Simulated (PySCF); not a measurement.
MNa for M along group 14

HF with double-zeta basis sets in PySCF, for the lowest determinant that a PBE0 search found; no spin–orbit coupling. De refers to high-spin ground-configuration atoms. A positive dipole means M(−)Na(+).

| M | basis | reference | state (unpaired electrons) | Re (Å) | ωe (cm⁻¹) | De (eV) | μ (D) |
| --- | --- | --- | --- | --- | --- | --- | --- |
| C | cc-pVDZ | UHF | quartet (σ ↑, π ↑↑) | 2.247 | 454 | 1.22 | 8.41 |
| Si | def2-SVPD | UHF | quartet (σ ↑, π ↑↑) | 2.743 | 258 | 0.95 | 8.26 |
| Ge | cc-pVDZ/cc-pVDZ-PP | UHF | quartet (σ ↑, π ↑↑) | 2.787 | 206 | 0.84 | 8.14 |
| Sn | def2-SVP | UHF | quartet (σ ↑, π ↑↑) | 2.963 | 180 | 0.81 | 8.38 |
| Pb | def2-SVP | UHF | quartet (σ ↑, π ↑↑) | 3.016 | 163 | 0.70 | 7.95 |

The shortest bond is that of NaC (2.247 Å), the longest that of NaPb (3.016 Å).

The rows differ in basis set, which adds steps of its own.

Down a group the atoms grow and get heavier, so bonds lengthen and wavenumbers fall; this series shows no clear exception.

Spin–orbit coupling is left out, which matters for elements this heavy, above all for dissociation energies. Hartree–Fock leaves out correlation, which carries a large part of most bond energies and some tenths to 1 eV of ionisation energies. States were picked by a PBE0 search and need not be the measured ground states.
